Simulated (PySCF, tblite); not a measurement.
Isomers of C7H13FSSi, one GFN2-xTB conformer each. Single-point energies are computed at PBE0/pcSseg-1 (PySCF, gas phase, no added dispersion term), electronic only.

```tsv
SMILES	GFN2-xTB relative energy (kcal/mol)
CS/C(=C/C1CCC1)[SiH2]F	17.2
CCC[C@@H]1C[Si@@H](F)CC1=S	0.0
```

Conformers: `[CH3:1][S:2]/[C:3](=[CH:4]/[CH:5]1[CH2:6][CH2:7][CH2:8]1)[SiH2:9][F:10]` with C1–S2–C3–C4 0°, C3–C4–C5–C6 -144°, S2–C3–Si9–F10 133°, C4–C5–C6–C7 -129°, C5–C6–C7–C8 11°, C6–C7–C8–C5 -11°, C4–C5–C8–C7 130°; `[CH3:1][CH2:2][CH2:3][C@@H:4]1[CH2:5][Si@@H:6]([F:7])[CH2:8][C:9]1=[S:10]` with C1–C2–C3–C4 -179°, C2–C3–C4–C5 -75°, C3–C4–C5–Si6 -85°, C4–C5–Si6–F7 -130°, C5–Si6–C8–C9 -6°, Si6–C8–C9–S10 -152°.

Task: What does PBE0/pcSseg-1 give for the same structures?

Result: 
| SMILES | PBE0/pcSseg-1 E (Eh) | PBE0/pcSseg-1 (kcal/mol) | GFN2-xTB (kcal/mol) | point group |
| --- | --- | --- | --- | --- |
| CCC[C@@H]1C[Si@@H](F)CC1=S | -1061.39873 | 0.0 | 0.0 | C1 |
| CS/C(=C/C1CCC1)[SiH2]F | -1061.34469 | 33.9 | 17.2 | C1 |

Both levels put the same isomer lowest. As drawn, the lower has a C=S bond, which the higher lacks; the higher has a four-membered ring and a C=C bond outside aromatic rings, which the lower lacks.

Task: Which frontier levels, dipoles and rotational constants go with these structures?

Result: 
| SMILES | HOMO (eV, PBE0/pcSseg-1) | LUMO (eV) | dipole (D) | A, B, C (MHz) |
| --- | --- | --- | --- | --- |
| CCC[C@@H]1C[Si@@H](F)CC1=S | -6.25 | -1.98 | 3.41 | 1071, 673.5, 463.2 |
| CS/C(=C/C1CCC1)[SiH2]F | -6.15 | -0.58 | 2.37 | 1139, 644.7, 451.3 |

Task: What happens when harmonic zero-point energies from GFN2-xTB frequencies are added?

Result: 
```json
{"SMILES": "CCC[C@@H]1C[Si@@H](F)CC1=S", "ZPE (kcal/mol)": "115.5", "electronic (kcal/mol)": "0.0", "with ZPE (kcal/mol)": "0.0"}
{"SMILES": "CS/C(=C/C1CCC1)[SiH2]F", "ZPE (kcal/mol)": "112.7", "electronic (kcal/mol)": "33.9", "with ZPE (kcal/mol)": "31.0"}
```

The zero-point energies span 2.8 kcal/mol. The order is unchanged.
